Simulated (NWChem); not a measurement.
System: water (H2O); SMILES O

```xyz
3

O      0.0000     0.0000     0.1326
H      0.7626     0.0000    -0.4646
H     -0.7626     0.0000    -0.4646
```
Atoms are numbered in this order, from 1.

All runs use the structure optimised with B3LYP/6-31G* (spherical d). No frequency run checked for a minimum. B3LYP is NWChem's, with the RPA form of VWN correlation.

**Question.** Give the principal values of the shielding tensors (ppm) of O1 from B3LYP/IGLO-III, GIAO (NWChem), with their diamagnetic and paramagnetic parts as GIAO splits them.

**Answer.** 
```tsv
atom	σ11	σ22	σ33	isotropic	diamagnetic	paramagnetic
O1	295.8	312.2	355.2	321.1	384.4	-63.3
```
